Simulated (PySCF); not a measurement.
## Radial density of Cl³⁺ (chlorine, charge +3)

UHF, [Ne] 3s2 3p2, high-spin 3P determinant. Computed with PySCF 2.14 in aug-cc-pVTZ-DK (6s5p3d2f, 50 functions), with the spin-free X2C one-electron Hamiltonian (Gaussian nucleus).

```json
{"r (bohr)": "0.00190", "4πr²ρ (e/bohr)": "0.1660", "4πr²(ρα − ρβ)": "0.0000"}
{"r (bohr)": "0.00319", "4πr²ρ (e/bohr)": "0.4286", "4πr²(ρα − ρβ)": "0.0000"}
{"r (bohr)": "0.00537", "4πr²ρ (e/bohr)": "1.082", "4πr²(ρα − ρβ)": "0.0001"}
{"r (bohr)": "0.00903", "4πr²ρ (e/bohr)": "2.615", "4πr²(ρα − ρβ)": "0.0003"}
{"r (bohr)": "0.0152", "4πr²ρ (e/bohr)": "5.847", "4πr²(ρα − ρβ)": "0.0007"}
{"r (bohr)": "0.0255", "4πr²ρ (e/bohr)": "11.43", "4πr²(ρα − ρβ)": "0.0024"}
{"r (bohr)": "0.0430", "4πr²ρ (e/bohr)": "17.79", "4πr²(ρα − ρβ)": "0.0104"}
{"r (bohr)": "0.0723", "4πr²ρ (e/bohr)": "19.25", "4πr²(ρα − ρβ)": "0.0458"}
{"r (bohr)": "0.122", "4πr²ρ (e/bohr)": "14.15", "4πr²(ρα − ρβ)": "0.1633"}
{"r (bohr)": "0.204", "4πr²ρ (e/bohr)": "15.16", "4πr²(ρα − ρβ)": "0.3478"}
{"r (bohr)": "0.344", "4πr²ρ (e/bohr)": "19.12", "4πr²(ρα − ρβ)": "0.2453"}
{"r (bohr)": "0.579", "4πr²ρ (e/bohr)": "8.549", "4πr²(ρα − ρβ)": "0.0237"}
{"r (bohr)": "0.973", "4πr²ρ (e/bohr)": "3.246", "4πr²(ρα − ρβ)": "1.1188"}
{"r (bohr)": "1.64", "4πr²ρ (e/bohr)": "2.525", "4πr²(ρα − ρβ)": "1.2816"}
{"r (bohr)": "2.75", "4πr²ρ (e/bohr)": "0.2617", "4πr²(ρα − ρβ)": "0.1650"}
{"r (bohr)": "4.63", "4πr²ρ (e/bohr)": "0.001198", "4πr²(ρα − ρβ)": "0.0009"}
```

Densities and radii are taken from the X2C orbitals without a picture-change correction, which distorts them close to the nucleus.
